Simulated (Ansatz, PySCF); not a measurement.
CH4BFO2, SMILES O(B(O)F)C. Atoms are numbered in the order given.

```xyz
9

B     -0.0159     0.0838     0.5047
F     -0.3502    -0.3090     1.7368
O      0.5969     1.2808     0.3174
H      0.7345     1.7522     1.1443
O     -0.3096    -0.7437    -0.5129
C     -0.0037    -0.4334    -1.8481
H      0.6798    -1.1953    -2.2544
H     -0.9276    -0.4484    -2.4470
H      0.4682     0.5562    -1.9442
```
Charge 0, spin multiplicity 1.

Geometry: PBE0-D3(BJ)/def2-SVP. The values are those of a single conformer.

Vertical ionisation energy (IE) and electron affinity (EA) in eV. Rows of orbital energies are one-electron estimates. Where ΔSCF, EOM or ADC give a negative EA the extra electron is unbound and the value depends on the basis.

```json
[
 {"level": "−ε(HOMO), −ε(LUMO), B3LYP/def2-TZVP (PySCF)", "IE": "8.55", "EA": "-0.27"},
 {"level": "ΔSCF, PBE0/def2-SVPD (Ansatz), final states of multiplicity 2 and 2", "IE": "?", "EA": "?"}
]
```

### Question
What belongs in the gaps? (The exact figures need the calculation; the answer reports its results.)

### Answer

- ΔSCF, PBE0/def2-SVPD (Ansatz, a program for electronic structure), final states of multiplicity 2 and 2, IE: 11.31
- ΔSCF, PBE0/def2-SVPD (Ansatz), final states of multiplicity 2 and 2, EA: -1.04

### Question
What vertical singlet–triplet gap does ΔSCF give with PBE0/def2-SVPD (Ansatz)? (Estimate from the structure and the level; the computed values follow.)

### Answer
7.83 eV (triplet above singlet where positive).
